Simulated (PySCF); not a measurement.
Lu: interval between two levels

Lu [Xe] 4f14 5d1 6s2 [2D5/2, M_J = 5/2] → Lu [Xe] 4f14 5d3 [4F9/2, M_J = 9/2], as a difference of total energies. Computed with PySCF 2.14 in x2c-TZVPall-2c (11s11p10d2f1g, 117 functions), with the two-component X2C-1e Hamiltonian. Correlated levels: [Ar] 3d10 frozen; the 18 highest virtual spinors dropped. "Screened" scales the spin-orbit matrix elements by Boettger's factors to mimic the two-electron term; Breit and QED terms are absent.

```
                    method  interval between two levels (cm⁻¹)
 GHF (screened spin-orbit)                               41411
GMP2 (screened spin-orbit)                               46119
```

The labels give the starting determinants; with spin-orbit coupling the two ends relaxed to ⟨J²⟩ = 9.00, ⟨L²⟩ = 6.31, ⟨S²⟩ = 0.92 and ⟨J²⟩ = 24.77, ⟨L²⟩ = 12.21, ⟨S²⟩ = 3.84.
